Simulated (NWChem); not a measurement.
System: InHBrCl; SMILES [Cl][InH][Br]

Input file for NWChem:

```
start job
memory heap 200 mb stack 900 mb global 1100 mb
geometry units angstroms noautoz
  In    -0.582091    -0.478229     0.000000
  H     -2.248947    -0.832985     0.000000
  Cl     1.063302    -2.143790     0.000000
  Br     0.361468     1.809236     0.000000
end
basis spherical
  * library def2-svp
end
ecp
  In library def2-ecp
end
dft
  xc scan
  iterations 150
  mulliken
end
task dft energy
```

NWChem printed, in part:

```
             Northwest Computational Chemistry Package (NWChem) 7.3.0
             --------------------------------------------------------

 CS  symmetry detected

                             Geometry "geometry" -> ""
                             -------------------------

 Output coordinates in angstroms (scale by  1.889725989 to convert to a.u.)

  No.       Tag          Charge          X              Y              Z
 ---- ---------------- ---------- -------------- -------------- --------------
    1 In                  49.0000    -0.57216759    -0.51459803     0.00000000
    2 H                    1.0000    -2.23212104    -0.90036389     0.00000000
    3 Cl                  17.0000     1.10398688    -2.14919821     0.00000000
    4 Br                  35.0000     0.32858732     1.79005820     0.00000000

 Effective nuclear repulsion energy (a.u.)     656.1964396913

      Symmetry information
      --------------------

 Group name             Cs
 Group number              2
 Group order               2
 No. of unique centers     4

                                 NWChem DFT Module
                                 -----------------

 Summary of "ao basis" -> "ao basis" (spherical)
 ------------------------------------------------------------------------------
       Tag                 Description            Shells   Functions and Types
 ---------------- ------------------------------  ------  ---------------------
 In                         def2-svp                10       26   4s4p2d
 H                          def2-svp                 3        5   2s1p
 Cl                         def2-svp                 8       18   4s3p1d
 Br                         def2-svp                12       32   5s4p3d

      Symmetry analysis of basis
      --------------------------

        a'         57
        a"         24

            General Information
            -------------------
          SCF calculation type: DFT
          Wavefunction type:  closed shell.
          No. of atoms     :     4
          No. of electrons :    74
           Alpha electrons :    37
            Beta electrons :    37
          Charge           :     0
          Spin multiplicity:     1
          Use of symmetry is: on ; symmetry adaption is: on
          Maximum number of iterations: 150
          AO basis - number of functions:    81
                     number of shells:    33
          Convergence on energy requested:  1.00D-06
          Convergence on density requested:  1.00D-05
          Convergence on gradient requested:  5.00D-04

              XC Information
              --------------
                         SCAN Method XC Functional
                  SCAN metaGGA Exchange Functional  1.000
                        SCAN Correlation Potential  1.000

             Grid Information
             ----------------
          Grid used for XC integration:  medium
          Radial quadrature: Mura-Knowles
          Angular quadrature: Lebedev.
          Tag              B.-S. Rad. Rad. Pts. Rad. Cut. Ang. Pts.
          ---              ---------- --------- --------- ---------
          In                  1.55      123           8.0       590
          H                   0.35       45          10.0       434
          Cl                  1.00       88          11.0       590
          Br                  1.15      112          10.0       590
          Grid pruning is: on
          Number of quadrature shells:   368
          Spatial weights used:  Erf1

      Superposition of Atomic Density Guess
      -------------------------------------

 Sum of atomic energies:       -3249.95890863

      Non-variational initial energy
      ------------------------------

 Total energy =   -3221.359161
 1-e energy   =   -5211.586321
 2-e energy   =    1659.893826
 HOMO         =      -0.374452
 LUMO         =      -0.022586

      Symmetry analysis of molecular orbitals - initial
      -------------------------------------------------

  Numbering of irreducible representations:

     1 a'          2 a"

  Orbital symmetries:

     1 a'          2 a'          3 a'          4 a'          5 a'
     6 a"          7 a'          8 a'          9 a'         10 a'
    11 a"         12 a'         13 a'         14 a"         15 a'
    16 a'         17 a'         18 a"         19 a'         20 a'
    21 a"         22 a'         23 a"         24 a'         25 a'
    26 a'         27 a"         28 a"         29 a'         30 a'
    31 a'         32 a'         33 a'         34 a"         35 a"
    36 a'         37 a'         38 a'         39 a"         40 a'
    41 a'         42 a'         43 a"         44 a'         45 a'
    46 a"         47 a"

     ---------------------------------------------
      Total Density - Mulliken Population Analysis
     ---------------------------------------------

    Atom       Charge   Shell Charges
 -----------   ------   -------------------------------------------------------
    1 In  21    19.80   2.60 -0.60  0.73  0.32  3.23  2.76  0.54  0.17  9.70  0.36
    2 H    1     1.07   0.60  0.46  0.01
    3 Cl  17    17.58   2.00  1.99  1.23  0.72  5.94  2.20  3.49  0.01
    4 Br  35    35.55   2.00  2.00  2.00  1.37  0.58  6.00  5.99  2.41  3.18  8.23  1.73  0.05

   convergence    iter        energy       DeltaE   RMS-Dens  Diis-err
 ---------------- ----- ----------------- --------- --------- ---------
 d= 0,ls=0.0,diis     1  -3224.9572955717 -3.56D+03  2.29D-02  4.28D-01
 d= 0,ls=0.0,diis     2  -3224.8562164732  1.01D-01  1.44D-02  9.89D-01
 d= 0,ls=0.0,diis     3  -3225.0201923708 -1.64D-01  1.94D-03  2.23D-02
 d= 0,ls=0.0,diis     4  -3225.0234666384 -3.27D-03  4.87D-04  1.01D-03
 d= 0,ls=0.0,diis     5  -3225.0235493436 -8.27D-05  2.53D-04  2.30D-04
  Resetting Diis
 d= 0,ls=0.0,diis     6  -3225.0235860479 -3.67D-05  5.39D-05  1.75D-05
 d= 0,ls=0.0,diis     7  -3225.0235888833 -2.84D-06  1.54D-05  4.53D-07
 d= 0,ls=0.0,diis     8  -3225.0235888652  1.82D-08  9.57D-06  4.99D-07

         Total DFT energy =    -3225.023588865151
      One electron energy =    -5212.690367944215
           Coulomb energy =     1794.372138261329
    Exchange-Corr. energy =     -137.038692551202
 Nuclear repulsion energy =      330.333333368936

 Numeric. integr. density =       74.000009324845

                  Occupations of the irreducible representations
                  ----------------------------------------------

                     irrep           alpha         beta
                     --------     --------     --------
                     a'               27.0         27.0
                     a"               10.0         10.0

                       DFT Final Molecular Orbital Analysis
                       ------------------------------------

 Vector   35  Occ=2.000000D+00  E=-2.822036D-01  Symmetry=a'
              MO Center=  7.7D-01, -1.6D+00, -3.2D-15, r^2= 3.3D+00
   Bfn.  Coefficient  Atom+Function         Bfn.  Coefficient  Atom+Function
  ----- ------------  ---------------      ----- ------------  ---------------
    42      0.434589  3 Cl px                43      0.396648  3 Cl py
    39      0.317957  3 Cl px                40      0.292664  3 Cl py
    36      0.185805  3 Cl px                37      0.170724  3 Cl py
    65      0.153124  4 Br py                28      0.149474  2 H  s
    62      0.142551  4 Br py                21     -0.140412  1 In d  2

 Vector   36  Occ=2.000000D+00  E=-2.797946D-01  Symmetry=a"
              MO Center=  4.3D-01,  1.1D+00, -3.4D-16, r^2= 3.6D+00
   Bfn.  Coefficient  Atom+Function         Bfn.  Coefficient  Atom+Function
  ----- ------------  ---------------      ----- ------------  ---------------
    66      0.543462  4 Br pz                63      0.483594  4 Br pz
    60     -0.321195  4 Br pz                44     -0.274882  3 Cl pz
    41     -0.196296  3 Cl pz                38     -0.115068  3 Cl pz
    57      0.104440  4 Br pz                18     -0.084278  1 In d -1
    13      0.060137  1 In pz                23      0.042599  1 In d -1

 Vector   37  Occ=2.000000D+00  E=-2.722406D-01  Symmetry=a'
              MO Center=  3.0D-01,  1.4D+00,  1.6D-15, r^2= 2.7D+00
   Bfn.  Coefficient  Atom+Function         Bfn.  Coefficient  Atom+Function
  ----- ------------  ---------------      ----- ------------  ---------------
    64      0.531638  4 Br px                61      0.478038  4 Br px
    58     -0.316280  4 Br px                65     -0.212665  4 Br py
    62     -0.193079  4 Br py                43     -0.169136  3 Cl py
    59      0.127407  4 Br py                40     -0.124408  3 Cl py
    55      0.102810  4 Br px                17     -0.091012  1 In d -2

 Vector   38  Occ=0.000000D+00  E=-9.541810D-02  Symmetry=a'
              MO Center= -4.1D-01, -3.4D-01, -1.1D-15, r^2= 4.6D+00
   Bfn.  Coefficient  Atom+Function         Bfn.  Coefficient  Atom+Function
  ----- ------------  ---------------      ----- ------------  ---------------
     3      0.767177  1 In s                  4      0.617188  1 In s
    28     -0.478025  2 H  s                 65      0.396044  4 Br py
     1     -0.375319  1 In s                 43     -0.287898  3 Cl py
    27     -0.276096  2 H  s                 62      0.248308  4 Br py
    42      0.231517  3 Cl px                35     -0.189168  3 Cl s

 Vector   39  Occ=0.000000D+00  E=-9.090445D-02  Symmetry=a"
              MO Center= -5.3D-01, -4.8D-01,  4.8D-15, r^2= 4.1D+00
   Bfn.  Coefficient  Atom+Function         Bfn.  Coefficient  Atom+Function
  ----- ------------  ---------------      ----- ------------  ---------------
    13      0.690954  1 In pz                16      0.450001  1 In pz
    44     -0.227259  3 Cl pz                66     -0.224947  4 Br pz
    10     -0.169312  1 In pz                 7     -0.155727  1 In pz
    63     -0.154181  4 Br pz                41     -0.135036  3 Cl pz
    60      0.099614  4 Br pz                38     -0.076956  3 Cl pz

 Vector   40  Occ=0.000000D+00  E= 1.726492D-03  Symmetry=a'
              MO Center= -8.3D-01, -5.8D-01,  1.7D-14, r^2= 5.6D+00
   Bfn.  Coefficient  Atom+Function         Bfn.  Coefficient  Atom+Function
  ----- ------------  ---------------      ----- ------------  ---------------
    15      0.857491  1 In py                12      0.528275  1 In py
    35      0.360833  3 Cl s                 54     -0.344636  4 Br s
    42     -0.284230  3 Cl px                64      0.251786  4 Br px
    14     -0.212831  1 In px                65      0.213712  4 Br py
    53     -0.169521  4 Br s                 17      0.142896  1 In d -2

     ---------------------------------------------
      Total Density - Mulliken Population Analysis
     ---------------------------------------------

    Atom       Charge   Shell Charges
 -----------   ------   -------------------------------------------------------
    1 In  21    20.43   2.60 -0.60  0.98  0.14  3.23  2.78  0.96  0.20  9.63  0.51
    2 H    1     1.05   0.65  0.39  0.01
    3 Cl  17    17.28   2.00  1.99  1.24  0.73  5.93  2.12  3.26  0.01
    4 Br  35    35.25   2.00  2.00  1.99  1.43  0.53  6.00  5.98  2.36  2.93  8.20  1.74  0.08

     -------------------------------------------
      Total Density - Lowdin Population Analysis
     -------------------------------------------

    Atom       Charge   Shell Charges
 -----------   ------   -------------------------------------------------------
    1 In  21    20.83   1.39  0.54  0.71  0.41  3.03  2.85  1.03  0.53  9.37  0.98
    2 H    1     1.07   0.57  0.47  0.03
    3 Cl  17    17.05   2.00  1.96  1.04  0.80  5.82  2.24  3.18  0.01
    4 Br  35    35.05   2.00  2.00  1.96  1.13  0.73  5.99  5.81  2.45  2.95  7.84  2.03  0.15

     Multipole analysis of the density
     ---------------------------------

     L   x y z        total         alpha         beta         nuclear
     -   - - -        -----         -----         ----         -------
     0   0 0 0     -0.000000    -37.000000    -37.000000     74.000000

     1   1 0 0     -0.940530    -15.607625    -15.607625     30.274719
     1   0 1 0     -0.110661    -13.669620    -13.669620     27.228579
     1   0 0 1     -0.000000     -0.000000     -0.000000      0.000000

     2   2 0 0    -40.911717    -85.369900    -85.369900    129.828084
     2   1 1 0      2.007535     21.637599     21.637599    -41.267663
     2   1 0 1      0.000000      0.000000      0.000000      0.000000
     2   0 2 0    -44.529104   -374.097202   -374.097202    703.665299
     2   0 1 1     -0.000000     -0.000000     -0.000000      0.000000
     2   0 0 2    -38.206566    -19.103283    -19.103283      0.000000
```

Level: SCAN/def2-SVP with def2 effective core potentials on In. All runs use the structure optimised with PBE0/def2-SVP. def2 effective core potentials on In; no spin-orbit coupling.
